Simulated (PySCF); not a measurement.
InHCl₂, SMILES [Cl][InH][Cl]. Heavy atoms are numbered as in [InH:1]([Cl:3])[Cl:4]. Hydrogens are named by the atom that carries them.

Coordinates come from a PBE0-D3(BJ)/def2-TZVP optimisation. The def2 effective core potentials stand for the cores of In; spin–orbit coupling is left out.

Method: M06-2X/def2-TZVPD run with PySCF.

Mulliken values depend strongly on the basis, most of all with diffuse functions as here. ESP charges are fitted to the potential on shells at 1.4 to 2.0 van der Waals radii. Atomic charges (e), one atom of each kind:

```csv
atom,Mulliken,ESP fit
In1 (InH),1.07,0.77
H on In1,-0.12,-0.14
Cl3,-0.48,-0.32
```
